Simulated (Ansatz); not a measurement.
Several settings on one geometry of Sn₉AsH₁₆⁺, a doped cluster cut from the lattice of tin (As on a surface site) (that of the charge 1 singlet, r2SCAN-D4/def2-SVP). Ansatz on 2 threads of AMD EPYC 7R13 on a shared host and a share (18 GiB) of an NVIDIA H100 80GB HBM3; times are rough.

```xyz
26

Sn   -1.649    1.561   -1.656
Sn    1.562   -1.653   -1.649
Sn   -1.651   -1.649    1.560
As    1.424    1.435    1.426
Sn   -3.291    0.011    0.005
Sn    0.012   -3.293    0.014
Sn    0.013    0.007   -3.293
Sn   -0.017    3.145   -0.016
Sn    3.136   -0.009   -0.010
Sn   -0.010   -0.012    3.138
H    -2.557    2.704   -2.564
H     2.710   -2.557   -2.553
H    -2.560   -2.551    2.706
H     2.297    2.309    2.300
H    -4.282   -0.978   -0.981
H    -4.255    1.011    1.007
H    -0.972   -4.289   -0.972
H     1.015   -4.250    1.019
H    -0.976   -0.981   -4.283
H     1.016    1.006   -4.256
H     1.217    4.063   -0.770
H    -0.777    4.058    1.218
H     4.054    1.221   -0.770
H     4.050   -0.763    1.227
H    -0.763    1.217    4.063
H     1.230   -0.771    4.043
```

Totals from different functionals, basis sets or treatments of relativity can't be compared as stabilities.

In the def2 sets Sn takes a core potential; there is no spin–orbit coupling.

Question: Give the basis size and estimate the energy, ⟨S²⟩ and time of these runs.

```tsv
run	method	charge	state	further keys
1	RKS ωB97/def2-SVPD	1	singlet	fitting: {mean_field: def2-universal-jkfit}; final_grid: {core_spheres: 8, valence_spheres: 7, degree: 23}
2	RKS BLYP/def2-TZVP	1	singlet	fitting: {mean_field: def2-universal-jkfit}; final_grid: {core_spheres: 8, valence_spheres: 7, degree: 23}; scf: {omitted_lower_state_checks: [starts]}
3	UKS r2SCAN-D3(BJ)-ATM/def2-mTZVP	1	singlet	fitting: {mean_field: def2-universal-jkfit}; accuracy: high; scf: {lower_state_search: light}
```

Answer: 
```json
{"run": "1", "functions": "454", "energy (Eh)": "-4174.2911", "⟨S²⟩": "–", "wall time": "12 s"}
{"run": "2", "functions": "594", "energy (Eh)": "-4173.6280", "⟨S²⟩": "–", "wall time": "8 s"}
{"run": "3", "functions": "408", "energy (Eh)": "-4174.8294", "⟨S²⟩": "0.00", "wall time": "19 s"}
```
